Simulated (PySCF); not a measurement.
# State search for ZnCd

Unrestricted PBE0; basis Zn def2-SVP, Cd def2-SVP with ECP28; scalar-relativistic core potentials; PySCF 2.14. Outer shells of the fragments: Zn 3d10 4s2; Cd 4d10 5s2.

Followed along the bond (rough minima from three points):

```csv
2Ms+1,unpaired,⟨S²⟩ at the start,R at minimum (Å),Te (eV)
1,none,0.00,3.34,0.00
3,"σ ↑, π ↑",2.01,2.50,2.49
```

Solutions found at the starting distance of 2.590 Å, counted from the lowest of them; the search is not exhaustive and high or unbound solutions are not listed, so other states can lie among these:

| 2Ms+1 | unpaired | term | E (eV) | ⟨S²⟩ | ⟨Lz²⟩ | μ (D) |
| --- | --- | --- | --- | --- | --- | --- |
| 1 | none | ¹Σ⁺ | 0.00 | 0.00 | 0.00 | -0.22 |
| 3 | σ ↑, π ↑ | ³Π | 2.26 | 2.01 | 1.00 | -1.99 |
| 3 | σ ↑↑ | ³Σ⁺ | 2.29 | 2.00 | 0.00 | -1.27 |
| 1 | σ ↑, π ↓ | mixed | 2.56 | 1.02 | 1.00 | -2.09 |
| 3 | π ↑↑ | ³Σ⁻ | 5.46 | 2.02 | 0.00 | -3.57 |
| 1 | π ↑↓ | mixed | 5.65 | 1.00 | 2.00 | -3.50 |
| 3 | σ ↑↑, π ↑↓ | mixed | 7.62 | 3.00 | 2.00 | -3.13 |

A term symbol is given only where ⟨S²⟩ and ⟨Lz²⟩ are close to those of a pure state; real π, δ and φ orbitals otherwise mix terms. A positive dipole means Zn(−)Cd(+).

**Question.** Compare the gap between the two lowest followed solutions at the starting distance with the gap between their minima.

**Answer.** At PBE0 the second solution (triplet, unpaired electrons σ ↑, π ↑) lies +2.26 eV from the first (singlet, closed shell) at 2.590 Å and +2.49 eV at the minima; the two curves relax by different amounts, since their minima lie near 2.50 and 3.34 Å.

Counting both spins, an empty level lies below a filled one in some of these solutions, because spin and occupation are held.
